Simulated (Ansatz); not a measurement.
Isolated molecules relaxed with PBE0-D4/def2-TZVP in Ansatz; ΔE leaves out vibrations. CCSD(T)/CBS adds triple-zeta CCSD(T) − MP2 to the extrapolated MP2 energy (def2 sets, frozen cores). DFT in def2-TZVPP. Elements past krypton have def2 core potentials. For Br, Ga, Sn outer-core shells are correlated without core-valence functions, which leaves a few kJ/mol of doubt a bond. Scalar relativity is left out up to krypton. Each species was taken in one conformer, which may not be the lowest.

Consider the redistribution: `C[O][Ga]([Br])[O][SiH3]` + `[SH][SnH2][Cl]` → `C[O][Ga]([SH])[O][SiH3]` + `[Cl][SnH2][Br]`.

Task: Is it downhill or uphill in electronic energy at CCSD(T)/CBS, and by how much? (Estimate.)

Result: Computed: Downhill: ΔE = -1.5 kcal/mol.

Task: What do these levels give: PBE-D4, ωB97X-V, B2PLYP, r2SCAN, CCSD(T)/def2-TZVPP, CCSD/CBS(def2)? (Best estimate.)

Result: Ansatz gave: PBE-D4 -1.2, ωB97X-V -1.3, B2PLYP -0.7, r2SCAN -1.2, CCSD(T)/def2-TZVPP -0.2, CCSD/CBS(def2) -1.6 kcal/mol.

Largest T1 diagnostic among the species: 0.014.
